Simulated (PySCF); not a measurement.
Si(Vi)2(NH2)2, C4H10N2Si, SMILES C=C[Si](N)(N)C=C (GFN2-xTB optimised geometry):

```
17

C      1.529    -0.213     1.017
C      0.765     0.146     0.000
Si    -1.121     0.146     0.000
N     -1.630    -0.712     1.422
N     -1.639     1.797     0.000
C     -1.780    -0.557    -1.630
C     -2.358    -1.739    -1.765
H      1.104    -0.543     1.951
H      2.608    -0.192     0.973
H      1.246     0.474    -0.913
H     -1.217    -1.612     1.604
H     -2.616    -0.749     1.627
H     -2.608     2.001    -0.179
H     -1.294     2.399     0.730
H     -1.668     0.058    -2.515
H     -2.720    -2.112    -2.712
H     -2.499    -2.399    -0.924
```

Computed with CAM-B3LYP/def2-SVP run with PySCF.

Problem. What are the frontier orbital energies and the dipole moment?

Solution. HOMO-2 -8.81 eV, HOMO-1 -8.64 eV, HOMO -8.37 eV, LUMO 1.01 eV, LUMO+1 1.88 eV; dipole moment 1.48 D.

On the same geometry PySCF with PBE/def2-SVP gives HOMO-2 -6.33 eV, HOMO-1 -5.70 eV, HOMO -5.45 eV, LUMO -1.18 eV, LUMO+1 -0.49 eV; dipole moment 1.43 D.

Meta-Löwdin charges at CAM-B3LYP/def2-SVP: C1 -0.19, C2 -0.34, Si3 1.06, N4 -0.70, N5 -0.69, C6 -0.35, C7 -0.19, H8 0.10, H9 0.10, H10 0.10, H11 0.21, H12 0.21, H13 0.21, H14 0.21, H15 0.10, H16 0.10, H17 0.09.
